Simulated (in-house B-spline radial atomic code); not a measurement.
Configurations of Mo⁴⁺, with energies counted from [Kr] 4d2. Level of theory: non-relativistic M06-L, spin-polarised, spherical fractional occupations, point nucleus; calculated with a B-spline radial code for spherical atoms. Shells without spins written out take the highest spin.

Occupations are held fixed; configurations that lie above the ionisation limit could autoionise.

```json
{"configuration": "[Kr] 4d1 5s1", "E - E(ref) (eV)": "13.324", "highest orbital": "5s up", "its <r> (bohr)": "2.516"}
{"configuration": "[Kr] 4d1 4f1", "E - E(ref) (eV)": "31.796", "highest orbital": "4f up", "its <r> (bohr)": "2.655"}
{"configuration": "[Ar] 3d(5 up, 4 down) 4s2 4p6 4d(3 up, 0 down)", "E - E(ref) (eV)": "236.71", "highest orbital": "4d up", "its <r> (bohr)": "1.41"}
{"configuration": "[Ar] 3d9 4s2 4p6 4d2 5d1", "E - E(ref) (eV)": "269.93", "highest orbital": "5d up", "its <r> (bohr)": "3.62"}
```

(1) Order these further configurations by energy, lowest first.
A. [Ar] 3d9 4s2 4p6 4d2 4f1
B. [Kr] 4d1 5d1
C. [Ar] 3d9 4s2 4p6 4d2 5p1
D. [Ar] 3d9 4s2 4p6 4d2 5s1
E. [Ar] 3d10 4s2 4p(2 up, 3 down) 4d(0 up, 2 down) 5p(1 up, 0 down)

Answers

(1) B (29.713 eV), E (56.909 eV), D (252.73 eV), C (259.76 eV), A (271.43 eV).
